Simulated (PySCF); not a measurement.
Compound: C4H5B2Br.
Structure used (PBE0-D3(BJ)/def2-SVP), in Å, numbered top down from 1:
```
atom  x, y, z in Å
Br1    0.1143    4.8773    0.3946
B2     0.1509    2.9641    0.3656
C3    -1.1961    2.1772    0.3554
C4    -1.1616    0.8252    0.4111
B5     0.2092    0.0732    0.5198
C6     1.5494    0.8798    0.4172
C7     1.5281    2.2320    0.3588
H8    -2.1537    2.7105    0.3134
H9    -2.1062    0.2657    0.4131
H10    0.2334   -1.1220    0.7085
H11    2.5157    0.3590    0.4233
H12    2.4640    2.8030    0.3183
```

Level: PBE0/def2-SVPD in PySCF, non-relativistic, on one gas-phase PBE0-D3(BJ)/def2-SVP geometry that isn't relaxed in the solvent. The solvent is an IEF-PCM continuum (cavity from Bondi-type radii × 1.2), and excitations are vertical TDDFT with non-equilibrium linear response and a frozen core. Specific hydrogen bonds and non-electrostatic terms are outside this model. Spin–orbit coupling is left out although an atom past zinc is present.

Gas-phase singlets (H = HOMO, L = LUMO):

```
state  E (eV)  λ (nm)      f  leading configuration
   S1   3.012     412  0.000              H-1→L 60%
   S2   3.110     399  0.000                H→L 64%
   S3   3.830     324  0.000              H-3→L 94%
   S4   4.059     305  0.009              H-4→L 93%
   S5   4.447     279  0.272              H-2→L 91%
```

**Question.** How does the list change in benzene (ε = 2.271)?

**Answer.** 
| state | E (eV) | λ (nm) | f | leading configuration | change by rank (eV) |
| --- | --- | --- | --- | --- | --- |
| S1 | 3.009 | 412 | 0.000 | H→L 50% | -0.003 |
| S2 | 3.088 | 402 | 0.000 | H→L 49% | -0.022 |
| S3 | 3.856 | 322 | 0.000 | H-3→L 94% | +0.026 |
| S4 | 4.049 | 306 | 0.018 | H-4→L 90% | -0.010 |
| S5 | 4.373 | 284 | 0.369 | H-2→L 90% | -0.074 |

**Question.** How do the frontier levels move from gas to benzene?

**Answer.** 
| orbital | gas (eV) | solvent (eV) | change (eV) |
| --- | --- | --- | --- |
| LUMO+2 | -0.03 | 0.02 | +0.05 |
| LUMO+1 | -0.35 | -0.27 | +0.08 |
| LUMO | -3.69 | -3.63 | +0.06 |
| HOMO | -7.96 | -7.89 | +0.07 |
| HOMO-1 | -8.10 | -8.07 | +0.03 |
| HOMO-2 | -8.72 | -8.71 | +0.01 |
| HOMO-3 | -8.93 | -8.88 | +0.05 |

The HOMO–LUMO gap goes from 4.27 to 4.26 eV.
